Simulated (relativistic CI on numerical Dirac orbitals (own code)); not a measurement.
**Er2+: N4,5 absorption edge**

Computed with this model: Dirac-Coulomb-Breit CI, orbitals from a KLI potential per configuration, QED by a radiative potential, multiplet model of core-to-valence dipole absorption, unscaled Slater integrals; configurations [Xe] 4f12 → [Kr] 4d9 4f13 5s2 5p6; 10 K; Lorentzian 0.5 eV and Gaussian 0.2 eV FWHM. Energies are those of the free ion, without screening or charge transfer. The branching ratio is the share of the lower-energy edge in the whole absorption, uncertain by about 0.02 where the edges overlap. S is read from ⟨S²⟩ = S(S + 1).

Field parameters in Wybourne normalisation; cubic f-shell fields have B⁴₄ = √(5/14) B⁴₀ and B⁶₄ = −√(7/2) B⁶₀. The field is a parameter set, without covalency.

free ion: ground-state S = 1.00, centroid 173.68 eV. Peaks (eV, height): 166.3 (26), 169.7 (10), 175.9 (100).

Oh, B40 = 1500, B60 = 420 cm⁻¹: ground-state S = 1.00, centroid 173.69 eV. Peaks (eV, height): 166.3 (27), 169.7 (10), 176.0 (100).

Strongest unbroadened transitions for free ion:

```
Energy (eV)  Relative strength
     166.26               26.4
     169.68                9.3
     175.92              100.0
     188.62                0.5
```
